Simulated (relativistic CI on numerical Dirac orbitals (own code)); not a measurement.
Level scheme of Os XLIV

Computed by Dirac-Coulomb-Breit CI, KLI orbitals optimised for each configuration, QED by a radiative potential, unscaled Slater integrals (own radial code, finite nucleus).

Configuration list (outside the closed core [Ar] 3d10): 4s2 4p3, 4s 4p4, 4s2 4p2 4d, 4p5, 4s 4p3 4d, 4s2 4p2 4f, 4s 4p3 4f, 4p4 4d, 4s 4p2 4d2, 4s2 4p 4d 4f, 4p4 4f, 4p3 4d 4f, 4s 4p2 4f2, 4s2 4p2 5s, 4p4 5s, 4s2 4p2 5p, 4s 4p2 4d 5s, 4s2 4p 4f 5s, 4s 4p3 5s, 4s2 4p2 5d, 4s 4p3 5p, 4s2 4p2 5f, 4s2 4p2 5g, 4s 4p3 5d, 4p3 4f 5s, 4s 4p3 5f, 4s2 4p2 6s, 4s2 4p 4d2, 4s2 4d3, 4s 4p 4d3, 4s2 4d2 4f, 4s 4p 4d2 4f, 4s2 4d2 5s, 4p3 4d2, 4p2 4d3, 4p2 4d2 4f, 4p2 4d2 5s, 4s2 4p 4f2, 4s2 4d 4f2, 4s 4p 4d 4f2, 4s2 4f3, 4s 4p 4f3, 4s2 4f2 5s, 4p3 4f2, 4p2 4d 4f2, 4p2 4f3, 4p2 4f2 5s, 4s 4p2 4d 4f, 4s 4p 4d 4f 5s, 4s2 4p 4d 5s, 4s 4p 4d2 5s, 4s2 4d 4f 5s, 4s2 4d 5s2, 4p3 4d 5s, 4p2 4d 4f 5s, 4p2 4d 5s2, 4s 4p2 4f 5s, 4s 4p 4f2 5s, 4s 4p 4f 5s2, 4s2 4p 5s2, 4s 4p 4d 5s2, 4s2 4f 5s2. Double excitations out of closed p, d and f shells are left out; levels of such configurations are missing from the list, as are those of other unlisted configurations, and high levels can miss mixing partners. These lack a partner that the ground configuration has and come out too high: 4s2 4p2 5p, 4s2 4p2 5d, 4s 4p3 5p, 4s2 4p2 5f, 4s2 4p2 5g.

The lowest level is 4s2 4p3 2P°_3/2, with 47 % of that term; Hund's rules for 4s2 4p3 give 4S° with J = 3/2, of which the calculation keeps J, while another term leads.

```csv
No.,Configuration,Term,J,E (eV),%,Next component (%),jj configuration (%)
1,4s2 4p3,2P°,3/2,0.000,47,26 2D°,4p3/2 (99)
2,4s2 4p3,4S°,3/2,103.258,54,44 2D°,4p1/2 4p3/2^2 (99)
3,4s2 4p3,2D°,5/2,109.083,99,1 4s 4p3 4d 2D°,4p1/2 4p3/2^2 (99)
4,4s2 4p3,2P°,1/2,116.387,99,,4p1/2 4p3/2^2 (99)
5,4s2 4p2 4d,2D,3/2,161.185,38,35 4F,4p1/2^2 4d3/2 (97)
6,4s2 4p2 4d,2D,5/2,189.209,26,17 4D,4p1/2^2 4d5/2 (81)
7,4s 4p4,4P,5/2,209.082,59,21 2D,4s 4p3/2^2 (79)
8,4s2 4p3,2P°,3/2,220.679,52,28 2D°,4p3/2^3 (98)
9,4s 4p4,2S,1/2,222.656,57,29 4P,4s 4p3/2^2 (92)
10,4s 4p4,2P,3/2,224.939,38,33 2D,4s 4p3/2^2 (87)
11,4s2 4p2 4d,2F,5/2,263.774,46,45 4F,4p1/2 4p3/2 4d3/2 (97)
12,4s2 4p2 4d,4F,3/2,264.201,37,27 4D,4p1/2 4p3/2 4d3/2 (96)
13,4s2 4p2 4d,4D,1/2,264.448,80,15 2P,4p1/2 4p3/2 4d3/2 (98)
14,4s2 4p2 4d,2G,7/2,269.630,48,27 2F,4p1/2 4p3/2 4d3/2 (95)
15,4s2 4p2 4d,2D,5/2,285.730,33,24 4P,4p1/2 4p3/2 4d3/2 (85)
16,4s2 4p2 4d,4D,7/2,286.972,48,36 4F,4p1/2 4p3/2 4d5/2 (99)
17,4s2 4p2 4d,2D,3/2,287.384,34,26 2P,4p1/2 4p3/2 4d3/2 (88)
18,4s2 4p2 4d,2P,1/2,288.201,37,36 4P,4p1/2 4p3/2 4d3/2 (93)
19,4s2 4p2 4d,2P,3/2,289.761,38,25 4P,4p1/2 4p3/2 4d5/2 (80)
20,4s2 4p2 4d,2D,5/2,293.190,34,28 2F,4p1/2 4p3/2 4d5/2 (83)
21,4s2 4p2 4d,2G,9/2,293.483,60,39 4F,4p1/2 4p3/2 4d5/2 (99)
22,4s2 4p2 4d,2F,7/2,307.996,53,23 2G,4p1/2 4p3/2 4d5/2 (92)
23,4s2 4p2 4d,2D,5/2,308.454,35,29 4P,4p1/2 4p3/2 4d5/2 (87)
24,4s2 4p2 4d,2D,3/2,309.970,58,16 4D,4p1/2 4p3/2 4d5/2 (88)
25,4s2 4p2 4d,2P,1/2,311.263,47,35 2S,4p1/2 4p3/2 4d5/2 (87)
26,4s 4p4,4P,3/2,320.881,55,17 4s2 4p2 4d 2P,4s 4p1/2 4p3/2^3 (72)
27,4s 4p4,2D,5/2,328.494,62,18 4P,4s 4p1/2 4p3/2^3 (80)
28,4s 4p4,2P,1/2,339.582,49,30 4P,4s 4p1/2 4p3/2^3 (79)
29,4s 4p4,2P,3/2,339.945,46,35 2D,4s 4p1/2 4p3/2^3 (85)
30,4s 4p3 4d,4D°,5/2,364.054,22,20 4F°,4s 4p3/2 4d3/2 (81)
```

Energies count from the lowest computed level; ° marks odd parity. Filled j subshells are mostly left out of the jj labels.

The mean weight of the leading LS term, summed over parents, in these 30 levels is 50 %, and that of the leading jj configuration (from the same eigenvectors) 90 %, so jj coupling describes them better and the LS labels are nominal.

At this charge energies of transitions that change n are usually good to better than 1 %, and those within a shell (Δn = 0) to a few per cent.

LS names give the leading component of a level, which can be under half, so a name can repeat, a term be missing and a line seem to break the LS rules.
